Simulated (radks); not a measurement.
Task: Numerical settings for the tin ion Sn+, [Kr] 4d10 5s2 5p1. Method: scalar-relativistic Kohn-Sham, BLYP, spin-unpolarised, spherical densities, finite nucleus; Fermi nuclear charge, rms radius 4.6519 fm; computed with a radial shooting solver on a logarithmic mesh with Libxc functionals. The defaults (mesh step 0.008 in ln r, mesh end at 40 bohr or more with all orbitals vanishing there, Anderson mixing 0.5 over 9 steps, residual threshold near 1e-9 with the energy settled to 1e-9 hartree or 1e-11 of itself, here a cap of 75 iterations) give E = -6177.4195 hartree and 5p at -10.224 eV in 16 iterations. Run on one thread of a shared host, so times are rough (Arm Neoverse N1): 0.16 s of CPU time, 0.16 s wall, 16 iterations on 2314 mesh points. One setting is changed at a time: mesh step in ln r 0.2; mesh step in ln r 0.02; mesh step in ln r 0.05; mesh end (bohr) 8; mesh end (bohr) 400; residual threshold 1e-13; residual threshold 1e-16; mixing 0.2; linear mixing, mixing 1; linear mixing, mixing 0.5; mixing history 20; iteration cap 8. Which runs fail to converge, and which converge to a wrong energy?

Result: Not converged within the cap: mesh step in ln r 0.2; residual threshold 1e-13; residual threshold 1e-16; linear mixing, mixing 1; linear mixing, mixing 0.5; iteration cap 8. No run marked as converged misses the energy by more than 1 mhartree.
